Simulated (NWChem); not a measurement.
System: CH8OSi2; SMILES C[SiH2][SiH2]O

Here is an NWChem input.

```
start job
memory heap 200 mb stack 900 mb global 1100 mb
geometry units angstroms noautosym nocenter noautoz
  C      1.023158    -2.008316    -0.318118
  Si    -0.491269    -1.046543     0.298644
  Si    -0.491966     1.219500    -0.347335
  O      0.787351     2.092693     0.302527
  H      0.996753    -3.044602     0.036468
  H      1.952421    -1.551332     0.039086
  H      1.057553    -2.025887    -1.412918
  H     -1.741660    -1.681349    -0.218755
  H     -0.556416    -1.124940     1.791062
  H     -0.321058     1.346127    -1.819074
  H     -1.811233     1.825709     0.017170
  H      0.842870     2.104440     1.268146
end
basis spherical
  * library 6-31g*
end
dft
  xc m06-2x
  iterations 150
end
cosmo
  do_cosmo_smd true
  solvent water
end
task dft energy
```

All runs use the structure optimised with B3LYP/6-31G* (spherical d). Solvent: water.

Level: M06-2X/6-31G* with SMD (1 M gas to 1 M solution), gas-phase geometry. Reactions with the solvent are ignored.

### Question
Give the results of this calculation. (M06-2X/6-31G* (spherical d), SMD on the gas-phase geometry.) Quantities: solvation free energy (kcal/mol); cavity-dispersion-structure term (kcal/mol); dipole in solution (D).

### Answer
solvation free energy (kcal/mol): -2.7
cavity-dispersion-structure term (kcal/mol): 4.2
dipole in solution (D): 1.75
